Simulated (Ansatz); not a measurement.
Relaxation of C3H8SSi (13 atoms, charge 0, multiplicity 1), to a largest force component of 0.02 eV/Å in at most 50 steps.

All numbers below come from RKS BHLYP/def2-SVP in Ansatz.

```xyz
13
Properties=species:S:1:pos:R:3
C -0.718 -0.631 1.154
C -0.078 0.388 0.185
Si 1.518 -0.261 -0.535
C -0.982 0.746 -0.926
S -1.615 2.289 -1.180
H -1.039 -1.507 0.638
H -0.095 -0.835 1.996
H -1.651 -0.134 1.534
H -1.723 3.618 -0.827
H 2.482 -0.611 0.607
H 1.266 -1.481 -1.303
H 2.203 0.764 -1.377
H -1.446 -0.075 -1.575
```

Q: Where does it end, and by what steps?

A: The forces met the threshold. The force dipped under the threshold on the way, but the program's further checks kept it going. After 30 steps the energy has fallen by 5.409 eV; H13 moved furthest, 2.04 Å.

| step | energy less start (eV) | largest force component (eV/Å) | accepted |
| --- | --- | --- | --- |
| 0 | 0.0000 | 4.326 | yes |
| 2 | -2.6420 | 1.750 | yes |
| 4 | -3.7154 | 0.832 | yes |
| 6 | -4.4873 | 0.668 | yes |
| 8 | -4.9519 | 1.100 | yes |
| 10 | -5.2508 | 0.338 | yes |
| 12 | -5.3401 | 0.453 | yes |
| 14 | -5.3784 | 0.481 | yes |
| 16 | -5.1455 | 2.189 | no |
| 18 | -5.4011 | 0.081 | yes |
| 20 | -5.3565 | 1.338 | no |
| 22 | -5.4031 | 0.474 | no |
| 24 | -5.4070 | 0.143 | yes |
| 26 | -5.4078 | 0.152 | no |
| 28 | -5.4088 | 0.026 | yes |
| 30 | -5.4091 | 0.017 | yes |

```xyz
13
Properties=species:S:1:pos:R:3
C -0.803 -0.914 0.973
C -0.261 0.095 -0.007
Si 1.520 -0.158 -0.547
C -1.047 1.085 -0.436
S -0.603 2.368 -1.566
H -0.743 -1.932 0.573
H -0.231 -0.910 1.908
H -1.850 -0.714 1.221
H -1.813 2.937 -1.615
H 2.388 -0.242 0.655
H 1.641 -1.444 -1.280
H 1.994 0.943 -1.414
H -2.071 1.156 -0.073
```

Whether the end is a true minimum wasn't checked by a vibrational analysis.

Run time: 2.1 min on 2 threads of Arm Neoverse V1 (shared host), peak memory 0.28 GiB.
